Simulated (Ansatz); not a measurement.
Relaxation of CH$_{7}$BO$_{2}$ (11 atoms, charge 0, multiplicity 1), to a largest force component of 0.03 eV/Å in at most 50 steps.

Level of theory: RKS PBE0-D4/6-31G* in Ansatz 0.2.0.

```xyz
11
Properties=species:S:1:pos:R:3
B -0.049 -0.508 -0.478
C -0.016 -0.179 2.315
H -0.929 -0.023 2.899
H 0.819 -0.359 2.997
H 0.197 0.712 1.723
O 1.161 0.076 -0.650
H 1.867 -0.585 -0.640
H -1.024 0.186 -0.457
O -0.126 -1.892 -0.388
H -1.042 -2.186 -0.321
H -0.137 -1.059 1.666
```

Q: Where does it end, and by what steps?

A: The forces met the threshold. The force dipped under the threshold on the way, but the program's further checks kept it going. After 44 steps the energy has fallen by 0.204 eV; H8 moved furthest, 2.01 Å.

| step | energy less start (eV) | largest force component (eV/Å) | accepted |
| --- | --- | --- | --- |
| 0 | 0.0000 | 0.683 | yes |
| 2 | -0.0851 | 1.496 | no |
| 4 | -0.1732 | 0.056 | yes |
| 6 | -0.1800 | 0.086 | yes |
| 8 | -0.1806 | 0.092 | yes |
| 10 | -0.1827 | 0.241 | no |
| 12 | -0.1853 | 0.088 | yes |
| 14 | -0.1864 | 0.078 | yes |
| 16 | -0.1880 | 0.086 | yes |
| 18 | -0.1890 | 0.059 | yes |
| 20 | -0.1892 | 0.036 | yes |
| 22 | -0.1898 | 0.057 | yes |
| 24 | -0.1901 | 0.032 | yes |
| 26 | -0.1914 | 0.074 | yes |
| 28 | -0.1926 | 0.080 | yes |
| 30 | -0.1941 | 0.117 | yes |
| 32 | -0.1965 | 0.094 | yes |
| 34 | -0.1988 | 0.064 | yes |
| 36 | -0.1980 | 0.278 | no |
| 38 | -0.2008 | 0.014 | yes |
| 40 | -0.2023 | 0.084 | yes |
| 42 | -0.2014 | 0.235 | no |
| 44 | -0.2036 | 0.015 | yes |

```xyz
11
Properties=species:S:1:pos:R:3
B -0.048 -0.679 -1.137
C 0.195 -0.150 2.723
H -0.251 -0.078 3.718
H 1.265 -0.351 2.831
H 0.045 0.796 2.196
O 0.898 0.121 -0.590
H 1.097 -0.152 0.317
H -0.404 -0.452 -2.261
O -0.564 -1.710 -0.401
H -1.228 -2.202 -0.896
H -0.283 -0.961 2.167
```

Run time: 120 s on 1 thread of Arm Neoverse V2, on a shared host, peak memory 0.15 GiB.
